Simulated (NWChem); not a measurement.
System: C$_{2}$H$_{8}$AsGa; SMILES [CH3][Ga]([CH3])[AsH2]

```xyz
12

Ga    -0.0018    -0.8076    -0.0037
C      1.7444    -1.7669     0.0371
H      2.1662    -1.7878    -0.9757
H      1.6281    -2.8001     0.3801
H      2.4637    -1.2531     0.6833
C     -1.7313    -1.7956     0.0338
H     -1.7089    -2.6236    -0.6844
H     -2.5873    -1.1532    -0.1897
H     -1.8743    -2.2299     1.0316
As    -0.0058     1.6601     0.0445
H     -1.0689     1.7330    -1.0597
H      1.1478     1.7428    -0.9638
```
Atoms are numbered in this order, from 1.

Program: NWChem. Pople sets run with spherical d functions. All runs use the structure optimised with B3LYP/6-31G* (spherical d). LC-ωPBE (HJS hole) with 6-31G*; x = 1 − exp(−ω/0.25 bohr⁻¹) is a scale chosen for this fit.

| row | x | −ε(HOMO) (eV) |
|---|---|---|
| ω = 0.20 | 0.551 | 7.95 |
| ω = 0.25 | 0.632 | 8.32 |
| ω = 0.30 | 0.699 | withheld |
| ω = 0.35 | 0.753 | 8.87 |
| ω = 0.40 | 0.798 | 9.07 |

Q: Fit a straight line of the last column on the one before it, predict the withheld value, and compare with the run.

A: 
1. Means of the 4 shown rows: x = 0.6835, y = 8.553. Slope Σ(x − x̄)(y − ȳ)/Σ(x − x̄)² = 0.1731/0.03815 = 4.538; intercept 5.451.
2. The shown rows scatter about the line by 0.002 (root mean square); the largest residual is 0.00, at ω = 0.40.
3. At x = 0.699 (ω = 0.30; inside the shown range) the line gives 8.62.
4. The run gives 8.62, 0.00 from the line.
